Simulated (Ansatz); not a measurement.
`[OH][GeH2][SH]` + `FB[SeH]` → `[OH][GeH]([SH])[SeH]` + `BF`  (redistribution)

Calculated with Ansatz (gas phase, PBE0-D4/def2-TZVP geometries, no zero-point term in ΔE). CCSD(T)/CBS adds triple-zeta CCSD(T) − MP2 to the extrapolated MP2 energy (def2 sets, frozen cores). This one scheme is used for every species. DFT in def2-TZVPP. B3LYP here is the variant with VWN-RPA as its local correlation; programs differ in this. HSE06 is defined as in plane-wave codes. For Ge, Se outer-core shells are correlated without core-valence functions, which leaves a few kJ/mol of doubt a bond. Scalar relativity is left out up to krypton. Each species was taken in one conformer, which may not be the lowest.

`[OH][GeH2][SH]`:

Z-matrix (Å, degrees):
```
Ge
S 1 2.219
O 1 1.777 2 110.8
H 1 1.530 2 112.3 3 115.5
H 1 1.537 2 104.7 3 -120.2
H 2 1.343 1 94.0 3 -65.1
H 3 0.960 1 112.2 2 -50.4
```

`FB[SeH]`:

Cartesian coordinates in Å:
```
F -1.240 -1.318 0.327
B -0.179 -0.557 0.133
Se -0.465 1.306 -0.300
H 0.914 -1.027 0.228
H 0.970 1.595 -0.389
```

`[OH][GeH]([SH])[SeH]`:

Cartesian coordinates in Å:
```
O -1.178 0.896 0.900
Ge -0.410 -0.437 0.017
S 0.588 0.359 -1.796
Se 1.266 -1.541 1.235
H -0.540 1.540 1.217
H -1.567 -1.401 -0.259
H -0.444 1.167 -2.098
H 2.285 -0.583 0.786
```

`BF`:

Cartesian coordinates in Å:
```
B 0.008 0.049 -0.007
F -0.192 -1.240 0.173
H -0.857 0.678 -0.545
H 1.042 0.513 0.378
```

```csv
level,ΔE (kJ/mol),difference from CCSD(T)/CBS
LDA (SPW92),24.5,16.0
PBE-D4,13.4,4.9
revPBE-D4,11.5,3.0
BLYP-D4,6.3,-2.2
r2SCAN-D4,14.2,5.7
B97M-V,21.4,12.9
PBE0-D4,10.8,2.3
B3LYP-D4,5.6,-2.9
r2SCANh-D4,13.0,4.5
r2SCAN0-D4,11.5,3.0
HSE06-D4,10.6,2.1
BHLYP-D4,1.7,-6.8
CAM-B3LYP-D4,9.4,0.9
ωB97X-V,9.5,1.0
ωB97M-V,8.8,0.3
B2PLYP,9.5,1.0
PBE,17.5,9.0
revPBE,16.6,8.1
BLYP,13.8,5.3
r2SCAN,15.2,6.7
PBE0,14.6,6.1
r2SCANh,14.2,5.7
r2SCAN0,12.8,4.3
HSE06,14.4,5.9
BHLYP,9.4,0.9
CAM-B3LYP,13.7,5.2
LC-ωPBE,15.2,6.7
RPA@PBE/def2-TZVPP,10.4,1.9
HF/def2-SVP,10.8,2.3
CCSD/def2-SVP,15.3,6.8
CCSD(T)/def2-SVP,16.0,7.5
HF/def2-TZVPP,4.1,-4.4
MP2/def2-TZVPP,5.6,-2.9
SCS-MP2/def2-TZVPP,5.5,-3.0
CCSD/def2-TZVPP,9.7,1.2
CCSD(T)/def2-TZVPP,9.8,1.3
HF/def2-QZVPP,4.5,-4.0
SCS-MP2/def2-QZVPP,5.2,-3.3
HF/CBS(def2),4.5,-4.0
CCSD/CBS(def2),8.3,-0.2
CCSD(T)/CBS,8.5,0
```

Largest T1 diagnostic among the species: 0.013.

Leaving LDA and LC-ωPBE aside and taking each functional with its dispersion term where it has one, the values spread over 19.7 kJ/mol, from BHLYP-D4 to B97M-V. LDA lies +7.1 kJ/mol from PBE without D4. At CCSD(T), def2-SVP lies +7.5 kJ/mol from the extrapolated value and def2-TZVPP +1.3 kJ/mol.
